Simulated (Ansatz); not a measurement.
Program: Ansatz. Geometries: PBE0-D4/def2-TZVP. ΔE: electronic, gas phase. CBS: MP2 limit from def2 TZ/QZ plus the TZ coupled-cluster correction, frozen cores. Functionals use def2-TZVPP. B3LYP here is the variant with VWN-RPA as its local correlation; programs differ in this. Elements past krypton have def2 core potentials. For Br, Sn outer-core shells are correlated without core-valence functions, which leaves a few kJ/mol of doubt a bond. Scalar relativity is left out up to krypton. Each species was taken in one conformer, which may not be the lowest.

Reaction (redistribution): `[CH3][SnH]([F])[SiH2]F` + `C=C[SiH](F)Br` → `C=C[SiH](F)[SiH2]F` + `[CH3][SnH]([F])[Br]`

`[CH3][SnH]([F])[SiH2]F`:

```xyz
11

C    -1.754    0.639    0.708
Sn   -0.280   -0.799    0.165
F     0.358   -1.470    1.868
Si    1.844    0.108   -0.985
F     2.070    1.625   -0.510
H    -2.264    1.012   -0.181
H    -1.277    1.471    1.225
H    -2.479    0.166    1.370
H    -0.950   -2.184   -0.586
H     3.041   -0.684   -0.610
H     1.693    0.117   -2.464
```

`C=C[SiH](F)Br`:

```xyz
9

C     0.058    0.376    1.528
C    -0.114    0.706    0.250
Si   -0.099   -0.588   -1.054
F    -1.478   -0.606   -1.851
Br    1.486   -0.174   -2.538
H     0.068    1.118    2.321
H     0.201   -0.656    1.838
H    -0.247    1.752   -0.018
H     0.125   -1.929   -0.476
```

`C=C[SiH](F)[SiH2]F`:

```xyz
12

C     1.204    0.140   -1.996
C     0.981    0.617   -0.774
Si   -0.696    0.619    0.005
F    -1.762    0.103   -1.084
Si   -0.793   -0.860    1.837
F     0.369   -0.434    2.866
H     0.400   -0.262   -2.606
H     2.195    0.134   -2.441
H     1.821    1.007   -0.201
H    -1.089    1.995    0.413
H    -0.541   -2.263    1.417
H    -2.088   -0.796    2.565
```

`[CH3][SnH]([F])[Br]`:

Z-matrix (Å, degrees):
```
C
Sn 1 2.115
H 1 1.089 2 108.1
H 1 1.090 2 109.4 3 119.6
H 1 1.089 2 109.8 3 -119.6
F 2 1.920 1 105.6 3 -57.3
Br 2 2.469 1 109.6 3 55.3
H 2 1.700 1 121.8 3 -176.7
```

```tsv
level	ΔE (kJ/mol)	difference from CCSD(T)/CBS
PBE-D4	18.9	-1.9
B3LYP-D4	18.2	-2.6
ωB97X-V	18.2	-2.6
ωB97M-V	25.5	4.7
PBE	19.0	-1.8
r2SCAN	19.3	-1.5
PBE0	19.5	-1.3
HF/def2-TZVPP	12.3	-8.5
MP2/def2-TZVPP	27.8	7.0
SCS-MP2/def2-TZVPP	24.0	3.2
CCSD/def2-TZVPP	21.9	1.1
CCSD(T)/def2-TZVPP	22.3	1.5
MP2/def2-QZVPP	26.7	5.9
SCS-MP2/def2-QZVPP	22.9	2.1
HF/CBS(def2)	11.5	-9.3
MP2/CBS(def2)	26.3	5.5
CCSD(T)/CBS	20.8	0
```

Largest T1 diagnostic among the species: 0.013.

In def2-TZVPP, CCSD(T) changes the Hartree–Fock value by +10.0 kJ/mol (the triples alone add +0.4 kJ/mol) and MP2 by +15.5 kJ/mol.
